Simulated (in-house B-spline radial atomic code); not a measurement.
A run on Br IV (Br3+) (an excited or competing configuration) that did not converge. Method: non-relativistic wB97X, spin-polarised, spherical fractional occupations, exact exchange averaged over the configuration, point nucleus; computed with an all-electron radial atomic-structure program (B-spline basis).

Command:
```bash
python run_scf.py task.json out
```
Settings:
```
Z                35
configuration    [Ar] 3d9 4s2 4p2 5f1
hamiltonian      nr
method           wb97x
spin_polarised   True
exact_exchange   averaged over the configuration
```

First and last ten iterations of the last attempt (damped for 15 steps, keeping 80 % of the old Fock matrix, then DIIS):
```
 iter        energy (Eh)    residual
    1       -2564.508434    4.53e-01
    2       -2566.447556    2.81e-01
    3       -2567.085340    1.86e-01
    4       -2567.378766    1.21e-01
    5       -2567.510692    7.80e-02
    6       -2567.569088    4.98e-02
    7       -2567.594652    3.15e-02
    8       -2567.605742    1.99e-02
    9       -2567.610574    1.25e-02
   10       -2567.612701    7.85e-03
  111       -2567.614391    1.46e-06
  112       -2567.614391    8.02e-05
  113       -2567.614391    1.09e-06
  114       -2567.614391    1.16e-04
  115       -2567.614391    5.46e-05
  116       -2567.614391    3.32e-06
  117       -2567.614391    2.14e-06
  118       -2567.614391    2.48e-06
  119       -2567.614391    1.75e-06
  120       -2567.614391    1.11e-06
 not converged after 120 iterations
```

The smallest residual met was 1.1e-06; the threshold is about 3e-07. Over the last five steps the energy moves by less than 1e-08 hartree, but the orbitals didn't meet the threshold. Cost of the run: 25 s on 1 thread of Arm Neoverse N1 (shared host).
